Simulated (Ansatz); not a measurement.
# Cost against result

Saddle point of SiHClF$_{2}$, closed shell (SiF₂ + HCl → SiHClF₂ ([F][SiH]([F])[Cl]); bonds formed: Si1–H4, Si1–Cl5; bonds broken: H4–Cl5), PBE0-D4/def2-TZVP structure:

| atom | x (Å) | y (Å) | z (Å) |
| --- | --- | --- | --- |
| Si1 | 0.3164 | -0.2834 | 0.4929 |
| F2 | -1.0163 | -0.4732 | 1.3263 |
| F3 | 0.4973 | -1.6343 | -0.3127 |
| H4 | 0.6675 | 1.1504 | -0.1985 |
| Cl5 | -0.4649 | 1.2406 | -1.3079 |

Barriers are electronic and count from the start structure reached by relaxing down the imaginary mode.

Program: Ansatz 0.2.0. Basis: as named in each row. Cores are frozen in the correlated methods. B3LYP uses VWN-RPA correlation. Extrapolation: Hartree–Fock as exp(−7.88 √X), correlation as X^−2.97.

Times are rough, for one single point on 2 threads of a shared host (Arm Neoverse V2).

The estimate by CCSD(T) at an estimated basis limit (MP2 extrapolated from triple and quadruple zeta, plus CCSD(T) − MP2 in triple zeta) is 0.890 eV.

```json
{"method": "HF", "basis": "STO-3G", "time (s)": "under 1", "barrier (eV)": "1.199", "method less estimate": "0.309"}
{"method": "PBE-D4", "basis": "STO-3G", "time (s)": "under 1", "barrier (eV)": "-0.041", "method less estimate": "-0.931"}
{"method": "SPW92", "basis": "def2-SVP", "time (s)": "under 1", "barrier (eV)": "0.310", "method less estimate": "-0.580"}
{"method": "PBE-D4", "basis": "def2-SVP", "time (s)": "under 1", "barrier (eV)": "0.532", "method less estimate": "-0.358"}
{"method": "B3LYP-D4", "basis": "6-31G", "time (s)": "under 1", "barrier (eV)": "1.101", "method less estimate": "0.210"}
{"method": "SPW92", "basis": "def2-TZVPP", "time (s)": "under 1", "barrier (eV)": "0.310", "method less estimate": "-0.580"}
{"method": "PBE0-D4", "basis": "def2-SVP", "time (s)": "under 1", "barrier (eV)": "0.735", "method less estimate": "-0.155"}
{"method": "CCSD(T)", "basis": "def2-SVP", "time (s)": "1", "barrier (eV)": "1.178", "method less estimate": "0.288"}
{"method": "PBE-D4", "basis": "def2-TZVPP", "time (s)": "1", "barrier (eV)": "0.514", "method less estimate": "-0.376"}
{"method": "BLYP-D4", "basis": "def2-TZVPP", "time (s)": "1", "barrier (eV)": "0.678", "method less estimate": "-0.212"}
{"method": "PBE0-D4", "basis": "def2-TZVPP", "time (s)": "2", "barrier (eV)": "0.683", "method less estimate": "-0.208"}
{"method": "B3LYP-D4", "basis": "def2-TZVPP", "time (s)": "2", "barrier (eV)": "0.800", "method less estimate": "-0.091"}
{"method": "BHLYP-D4", "basis": "def2-TZVPP", "time (s)": "2", "barrier (eV)": "1.006", "method less estimate": "0.115"}
{"method": "CAM-B3LYP-D4", "basis": "def2-TZVPP", "time (s)": "2", "barrier (eV)": "0.929", "method less estimate": "0.039"}
{"method": "RPA on PBE", "basis": "def2-TZVPP", "time (s)": "3", "barrier (eV)": "0.971", "method less estimate": "0.081"}
{"method": "r2SCAN-D4", "basis": "def2-TZVPP", "time (s)": "3", "barrier (eV)": "0.510", "method less estimate": "-0.381"}
{"method": "B2PLYP", "basis": "def2-TZVPP", "time (s)": "4", "barrier (eV)": "0.860", "method less estimate": "-0.030"}
{"method": "PBE-QIDH", "basis": "def2-TZVPP", "time (s)": "4", "barrier (eV)": "0.820", "method less estimate": "-0.070"}
{"method": "wB97M-V", "basis": "def2-SVP", "time (s)": "4", "barrier (eV)": "1.005", "method less estimate": "0.115"}
{"method": "r2SCAN0-D4", "basis": "def2-TZVPP", "time (s)": "4", "barrier (eV)": "0.674", "method less estimate": "-0.216"}
{"method": "B97M-V", "basis": "def2-TZVPP", "time (s)": "6", "barrier (eV)": "0.692", "method less estimate": "-0.198"}
{"method": "wB97X-V", "basis": "def2-TZVPP", "time (s)": "6", "barrier (eV)": "0.954", "method less estimate": "0.063"}
{"method": "wB97M-V", "basis": "def2-TZVPP", "time (s)": "7", "barrier (eV)": "0.986", "method less estimate": "0.095"}
{"method": "MP2", "basis": "def2-QZVPP", "time (s)": "10", "barrier (eV)": "0.830", "method less estimate": "-0.060"}
{"method": "CCSD(T)", "basis": "def2-TZVPP", "time (s)": "32", "barrier (eV)": "0.957", "method less estimate": "0.066"}
```

All methods are single points on the PBE0-D4 structures; a negative value means that the method puts the saddle structure below the start.

T1 diagnostic: at most 0.015. The restricted Hartree–Fock reference is unstable towards an unrestricted one at one or more of these structures.

Losses and insertions of silylenes and their heavier kin drive the gas-phase chemistry of silicon and germanium vapour deposition.

Labels in which every atom is bracketed show which atoms are joined, not bond orders.
